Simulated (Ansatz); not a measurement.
Geometry optimisation, Ansatz, UKS PBE0-D4/def2-SVP.

Input file:

```yaml
crystal:
  periodic: [false, false, false]
  atoms:
    - { symbol: C, position_ang: [-0.5351, -0.7172, -0.1373] }
    - { symbol: C, position_ang: [0.0881, 0.4292, -0.0656] }
    - { symbol: I, position_ang: [1.8256, 0.4441, 0.9118] }
    - { symbol: H, position_ang: [-1.06, -1.5718, -0.2187] }
    - { symbol: H, position_ang: [-0.2687, 1.342, -0.5316] }
magnetization:
  spin_polarized: true
  initial_magnetization: 1
basis:
  gaussian: { orbitals: def2-SVP }
hamiltonian:
  xc: pbe0
  dispersion: d4
relax:
  f_tol: 0.02
  max_steps: 50
output:
  orbitals: {}
```

Command:

```bash
$ ansatz run input.yaml --threads 1 --pin off --max-ram 2048MiB --backend cpu --events-out ev --progress --plain --runs-dir out
```

**Question.** Where does it end, and by what steps?

**Answer.** The run converged. After 11 steps the energy has fallen by 0.526 eV; H4 moved furthest, 0.28 Å.

| step | energy less start (eV) | largest force component (eV/Å) | accepted |
| --- | --- | --- | --- |
| 0 | 0.0000 | 3.601 | yes |
| 1 | -0.3471 | 1.323 | yes |
| 2 | -0.3757 | 0.719 | yes |
| 3 | -0.4036 | 1.153 | yes |
| 4 | -0.4230 | 0.742 | yes |
| 5 | -0.4797 | 0.806 | yes |
| 6 | -0.4225 | 3.199 | no |
| 7 | -0.5168 | 0.472 | yes |
| 8 | -0.4911 | 1.030 | no |
| 9 | -0.5248 | 0.183 | yes |
| 10 | -0.5256 | 0.038 | yes |
| 11 | -0.5258 | 0.009 | yes |

```xyz
5
Properties=species:S:1:pos:R:3
C -0.747 -0.619 -0.286
C -0.007 0.431 -0.134
I 1.854 0.353 0.953
H -0.847 -1.678 -0.064
H -0.203 1.439 -0.510
```

Whether the end is a true minimum wasn't checked by a vibrational analysis.

Run time: 2.1 min on 1 CPU thread of a shared host.
